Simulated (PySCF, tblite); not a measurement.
A set of runs on `C[C](=S)[AlH2-][Cl]`; the geometry of each is named by its level. Settings lines and outputs come from a driver script.

Compound: C2H5AlClS (charge -1).
Bonds: C1–C2, C2–S3 (double), C2–Al4, Al4–Cl5. Hydrogens: H6, H7, H8 on C1; H9, H10 on Al4.

Step 1: GFN2-xTB geometry optimisation, gas phase (tblite 0.8.0) (from a force-field or distance-geometry start)
```json
{"job": {"kind": "relax", "xc": "GFN2-xTB", "basis": "xTB"}, "charge": -1, "multiplicity": 1}
```
```
step      E/eV     max force
  0    -434.08406   12.728
  1    -434.75292    5.009
  2    -435.09938    2.860
...
126    -435.43381    0.016
127    -435.43384    0.016
128    -435.43388    0.011
129    -435.43389    0.010
130    -435.43389    0.002
```

Energy lowered by 31.1 kcal/mol over 130 steps; largest atomic force 0.002 eV/Å at the end. «max force» is the largest atomic force in eV/Å.

The run took 1.2 s wall on one thread, Arm Neoverse N1 (aarch64), shared host with 64 logical CPUs at a one-minute load of 57.

Step 2: GFN2-xTB harmonic vibrations, gas phase (tblite 0.8.0) (on the GFN2-xTB geometry)
```json
{"job": {"kind": "ir", "xc": "GFN2-xTB", "basis": "xTB"}, "charge": -1, "multiplicity": 1}
```
```
(table of modes left out)
```

24 modes from 56 to 2980 cm⁻¹ (unscaled, harmonic); zero-point energy 35.3 kcal/mol; all wavenumbers are real at this level.

The run took 0.44 s wall on one thread of an Arm Neoverse N1, no GPU, on a shared host.

Step 3: TDDFT PBE0/def2-SVPD, vertical, gas phase, core orbitals frozen in the response (PySCF 2.14.0, density-fitted response routines) (on the GFN2-xTB geometry)
```json
{"job": {"kind": "uv", "xc": "PBE0", "basis": "def2-SVPD", "nstates": 8, "ntriplets": 3}, "charge": -1, "multiplicity": 1}
```
```
...
Static polarisability (au): isotropic 102.047, principal 79.860 104.706 121.576
Singlet excitations
state   eV       nm        f      main configurations
  1   2.1061    588.7   0.00004   H->L 0.99
  2   3.3720    367.7   0.00600   H-1->L 0.99
  3   3.9046    317.5   0.00168   H-2->L 0.94
  4   4.7271    262.3   0.03467   H->L+1 0.95
  5   5.0710    244.5   0.02760   H->L+2 0.74, H->L+3 0.21
  6   5.3139    233.3   0.00235   H-6->L 0.82
  7   5.3430    232.0   0.11207   H->L+3 0.51, H-3->L 0.23, H->L+2 0.21
  8   5.3611    231.3   0.00320   H-1->L+1 0.89
Triplet excitations (Tamm-Dancoff, eV): 1.4736 2.7750 3.3951
```

HOMO -1.93 eV, LUMO 1.87 eV; lowest singlet 2.11 eV; lowest triplet 1.47 eV (Tamm–Dancoff); mean polarisability 102.0 au.

Hardware: one thread, Arm Neoverse N1 (aarch64), shared host with 64 logical CPUs at a one-minute load of 58. Cost: 25 s of wall time, 0.62 GiB resident at most.

Geometry of the electronic-property runs (GFN2-xTB):
```
atom  x, y, z in Å
C1    -1.733    0.177    0.096
C2    -0.320   -0.292   -0.033
S3    -0.056   -1.901   -0.290
Al4    1.700    0.043   -0.066
Cl5    2.024    2.095    0.235
H6    -1.854    0.670    1.063
H7    -1.926    0.930   -0.671
H8    -2.461   -0.635    0.004
H9     2.372   -0.743    1.139
H10    2.262   -0.339   -1.501
```

 (This holds for the electronic-property runs.)

One conformer stands for the species.
